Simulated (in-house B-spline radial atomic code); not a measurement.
Inner levels of zinc as electrons are removed. A shift is the extra binding of the orbital against the neutral atom ([Ar] 3d10 4s2). The density at the nucleus is averaged over the nuclear charge. Computed with an all-electron radial atomic-structure program (B-spline basis): Dirac-Hartree-Fock, average of the configuration, finite nuclei.

| ion | configuration | shift of 2p3/2 (eV) | shift of 2s1/2 (eV) | shift of 1s1/2 (eV) | radius of 2p3/2 (bohr) | radius of 2s1/2 (bohr) | radius of 1s1/2 (bohr) | Σ<r²> (bohr²) | change of density at nucleus (bohr⁻³) |
| --- | --- | --- | --- | --- | --- | --- | --- | --- | --- |
| Zn | [Ar] 3d10 4s2 | 0 | 0 | 0 | 0.19912 | 0.22497 | 0.050281 | 34.387 | - |
| Zn+ | [Ar] 3d10 4s1 | 9.3195 | 9.2783 | 9.4227 | 0.19912 | 0.22498 | 0.050281 | 22.372 | -5.0389 |
| Zn2+ | [Ar] 3d10 | 20.455 | 20.338 | 20.741 | 0.19912 | 0.22499 | 0.05028 | 14.733 | -14.424 |
| Zn3+ | [Ar] 3d9 | 43.11 | 43.06 | 42.859 | 0.19911 | 0.22499 | 0.050281 | 12.438 | -10.716 |
| Zn4+ | [Ar] 3d8 | 69.133 | 69.163 | 68.242 | 0.19909 | 0.22498 | 0.050282 | 10.698 | -5.3763 |
| Zn5+ | [Ar] 3d7 | 98.227 | 98.34 | 96.63 | 0.19904 | 0.22494 | 0.050284 | 9.3044 | 1.5293 |
| Zn6+ | [Ar] 3d6 | 130.19 | 130.39 | 127.86 | 0.19896 | 0.22488 | 0.050286 | 8.1476 | 9.9376 |
| Zn7+ | [Ar] 3d5 | 164.89 | 165.16 | 161.81 | 0.19885 | 0.22479 | 0.050287 | 7.1642 | 19.802 |
| Zn8+ | [Ar] 3d4 | 202.2 | 202.54 | 198.41 | 0.1987 | 0.22468 | 0.050289 | 6.3138 | 31.081 |
| Zn9+ | [Ar] 3d3 | 242.06 | 242.45 | 237.61 | 0.19852 | 0.22453 | 0.050292 | 5.569 | 43.743 |
| Zn10+ | [Ar] 3d2 | 284.4 | 284.8 | 279.36 | 0.19831 | 0.22434 | 0.050294 | 4.9103 | 57.774 |
| Zn11+ | [Ar] 3d1 | 329.15 | 329.55 | 323.64 | 0.19805 | 0.22412 | 0.050297 | 4.3232 | 73.157 |
| Zn12+ | [Ne] 3s2 3p6 | 376.27 | 376.64 | 370.4 | 0.19775 | 0.22386 | 0.050299 | 3.7965 | 89.882 |
| Zn13+ | [Ne] 3s2 3p5 | 423.48 | 423.48 | 422.34 | 0.19775 | 0.22351 | 0.050293 | 3.2796 | 111.03 |
| Zn14+ | [Ne] 3s2 3p4 | 472.16 | 471.74 | 476.15 | 0.1974 | 0.22313 | 0.050286 | 2.7947 | 133.21 |
| Zn15+ | [Ne] 3s2 3p3 | 522.29 | 521.4 | 531.83 | 0.19703 | 0.22272 | 0.050278 | 2.339 | 156.43 |
| Zn16+ | [Ne] 3s2 3p2 | 573.85 | 572.45 | 589.38 | 0.19662 | 0.22229 | 0.05027 | 1.9101 | 180.7 |
| Zn17+ | [Ne] 3s2 3p1 | 626.84 | 624.87 | 648.78 | 0.19619 | 0.22183 | 0.050261 | 1.5058 | 206.01 |
| Zn18+ | [Ne] 3s2 | 681.24 | 678.65 | 710.03 | 0.19573 | 0.22135 | 0.050251 | 1.1245 | 232.38 |
| Zn19+ | [Ne] 3s1 | 735.5 | 730.69 | 769.89 | 0.19531 | 0.22136 | 0.050248 | 0.75168 | 3.2426 |
| Zn20+ | [He] 2s2 2p6 | 790.91 | 783.78 | 831.23 | 0.19486 | 0.22109 | 0.050245 | 0.39623 | -240.19 |
| Zn21+ | [He] 2s2 2p5 | 909.06 | 886.13 | 986.97 | 0.19171 | 0.21868 | 0.050191 | 0.34009 | -162.09 |
| Zn22+ | [He] 2s2 2p4 | 1030.1 | 990.68 | 1147.07 | 0.18866 | 0.21631 | 0.050134 | 0.28748 | -81.269 |
